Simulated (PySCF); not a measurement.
PySCF input file for FH3SiZn, SMILES [F][Zn][SiH3], IEF-PCM-M06-2X/def2-SVP. The structure is a stationary point at B3LYP-D3(BJ)/def2-TZVP.

```python
import numpy as np
from pyscf import gto, scf, dft
from pyscf.solvent import pcm

mol = gto.M(
    atom='''
    Zn    0.00000000    0.00000000   -0.45366405
    F    -0.00000000   -0.00000000   -2.22580009
    Si   -0.00000000   -0.00000000    1.88816593
    H     1.20397987    0.69511810    2.40259981
    H    -0.00000000   -1.39023621    2.40259980
    H    -1.20397987    0.69511810    2.40259981
    ''',
    basis='def2-SVP',
    charge=0,
    spin=0,
    max_memory=1600,
    verbose=3,
)
mf = dft.RKS(mol, xc='m06-2x').density_fit(auxbasis='def2-universal-jkfit')
mf.grids.level = 4
mf.conv_tol = 1e-9
mf.max_cycle = 100
mf.kernel()
res = {}
for name, eps in {'water': 78.355, 'tetrahydrofuran': 7.4257, 'dichloromethane': 8.93}.items():
    s = mf.PCM()
    s.with_solvent.method, s.with_solvent.eps, s.with_solvent.lebedev_order = 'IEF-PCM', eps, 29
    s.kernel(mf.make_rdm1())
    res[name] = (s.e_tot, eps, s.dip_moment(), s.mo_energy, s.converged)
    print(f'{name}: electrostatic solvation free energy {(s.e_tot - mf.e_tot) * 627.509474:.3f} kcal/mol')
```

Program output:

```
converged SCF energy = -2170.05231654955

WARN: PCM is an experimental feature. It is still in testing.
Features and APIs may be changed in the future.

converged SCF energy = -2170.0798929505
Dipole moment(X, Y, Z, Debye):  0.00000, -0.00030,  1.84889
water: electrostatic solvation free energy -17.304 kcal/mol

WARN: PCM is an experimental feature. It is still in testing.
Features and APIs may be changed in the future.

converged SCF energy = -2170.07454772947
Dipole moment(X, Y, Z, Debye): -0.00000, -0.00023,  2.00951
tetrahydrofuran: electrostatic solvation free energy -13.950 kcal/mol

WARN: PCM is an experimental feature. It is still in testing.
Features and APIs may be changed in the future.

converged SCF energy = -2170.07547331073
Dipole moment(X, Y, Z, Debye): -0.00000, -0.00024,  1.98383
dichloromethane: electrostatic solvation free energy -14.531 kcal/mol
```

Self-consistency was reached.
